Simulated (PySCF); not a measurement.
Compound: C₇H₈S.
Atom-mapped SMILES: `[CH3:1][S:2][c:3]1[cH:4][cH:5][cH:6][cH:7][cH:8]1` (hydrogens: H9, H10, H11 on C1; H12 on C4; H13 on C5; H14 on C6; H15 on C7; H16 on C8)

The same species was optimised twice, with GFN2-xTB and with PBE0-D3(BJ)/def2-SVP (PySCF), and the same property calculations (PySCF, gas phase) were run on both structures.

| coordinate | GFN2-xTB | PBE0-D3(BJ)/def2-SVP | change |
| --- | --- | --- | --- |
| C1–S2 (Å) | 1.816 | 1.797 | -0.019 |
| C3–C4 (Å) | 1.387 | 1.400 | +0.013 |
| C3–C8 (Å) | 1.393 | 1.404 | +0.011 |
| C4–C5 (Å) | 1.385 | 1.395 | +0.010 |
| C7–C8 (Å) | 1.380 | 1.390 | +0.010 |
| C6–C7 (Å) | 1.387 | 1.396 | +0.009 |
| C5–C6 (Å) | 1.383 | 1.392 | +0.009 |
| S2–C3 (Å) | 1.768 | 1.762 | -0.006 |
| C1–S2–C3 (°) | 104.2 | 103.4 | -0.8 |
| C4–C3–C8 (°) | 119.7 | 119.0 | -0.7 |
| S2–C3–C4 (°) | 124.1 | 124.6 | +0.5 |
| C3–C4–C5 (°) | 119.6 | 120.1 | +0.5 |
| C5–C6–C7 (°) | 119.5 | 119.1 | -0.4 |
| C6–C7–C8 (°) | 120.2 | 120.6 | +0.4 |
| S2–C3–C8 (°) | 116.1 | 116.3 | +0.2 |
| C3–C8–C7 (°) | 120.1 | 120.4 | +0.3 |
| C1–S2–C3–C4 (°) | 1 | 0 | -1 |

Rotational constants: A = 4278, B = 1174, C = 926.7 MHz (GFN2-xTB) against A = 4238, B = 1169, C = 921.5 MHz (PBE0-D3(BJ)/def2-SVP). Point groups within 0.08 Å: Cs and Cs.

On the GFN2-xTB structure: HOMO (eV) -6.08 [PBE0/pcSseg-1]; LUMO (eV) -0.26 [PBE0/pcSseg-1]; dipole (D) 1.42 [PBE0/pcSseg-1]; GIAO shielding of C1 (ppm) 168.7 [PBE0/pcSseg-1]; GIAO shielding of S2 (ppm) 490.4 [PBE0/pcSseg-1]; GIAO shielding of C3 (ppm) 38.6 [PBE0/pcSseg-1]; GIAO shielding of C4/C8 (mean) (ppm) 59.2 [PBE0/pcSseg-1]; GIAO shielding of C5/C7 (mean) (ppm) 52.7 [PBE0/pcSseg-1]; GIAO shielding of C6 (ppm) 58.6 [PBE0/pcSseg-1].

**Question.** What do these properties become on the PBE0-D3(BJ)/def2-SVP structure?

**Answer.** 
```json
{"property": "HOMO (eV)", "level": "PBE0/pcSseg-1", "on GFN2-xTB": "-6.08", "on PBE0-D3(BJ)/def2-SVP": "-6.09", "change": "-0.01"}
{"property": "LUMO (eV)", "level": "PBE0/pcSseg-1", "on GFN2-xTB": "-0.26", "on PBE0-D3(BJ)/def2-SVP": "-0.31", "change": "-0.05"}
{"property": "dipole (D)", "level": "PBE0/pcSseg-1", "on GFN2-xTB": "1.42", "on PBE0-D3(BJ)/def2-SVP": "1.38", "change": "-0.04"}
{"property": "energy, GFN2-xTB geometry as zero (kcal/mol)", "level": "PBE0/pcSseg-1", "on GFN2-xTB": "0.0", "on PBE0-D3(BJ)/def2-SVP": "-0.4", "change": "-0.4"}
{"property": "GIAO shielding of C1 (ppm)", "level": "PBE0/pcSseg-1", "on GFN2-xTB": "168.7", "on PBE0-D3(BJ)/def2-SVP": "167.6", "change": "-1.1"}
{"property": "GIAO shielding of S2 (ppm)", "level": "PBE0/pcSseg-1", "on GFN2-xTB": "490.4", "on PBE0-D3(BJ)/def2-SVP": "495.5", "change": "+5.1"}
{"property": "GIAO shielding of C3 (ppm)", "level": "PBE0/pcSseg-1", "on GFN2-xTB": "38.6", "on PBE0-D3(BJ)/def2-SVP": "36.7", "change": "-1.9"}
{"property": "GIAO shielding of C4/C8 (mean) (ppm)", "level": "PBE0/pcSseg-1", "on GFN2-xTB": "59.2", "on PBE0-D3(BJ)/def2-SVP": "56.5", "change": "-2.7"}
{"property": "GIAO shielding of C5/C7 (mean) (ppm)", "level": "PBE0/pcSseg-1", "on GFN2-xTB": "52.7", "on PBE0-D3(BJ)/def2-SVP": "50.2", "change": "-2.5"}
{"property": "GIAO shielding of C6 (ppm)", "level": "PBE0/pcSseg-1", "on GFN2-xTB": "58.6", "on PBE0-D3(BJ)/def2-SVP": "56.2", "change": "-2.4"}
```

The heavy atoms differ by 0.013 Å rms after alignment. Among bonds between heavy atoms C1–S2 changes most (-0.019 Å). Changes are differences of the printed values. Neither structure is proved a minimum here.

The values belong to the conformer `[CH3:1][S:2][c:3]1[cH:4][cH:5][cH:6][cH:7][cH:8]1`: C1–S2–C3–C4 0°.
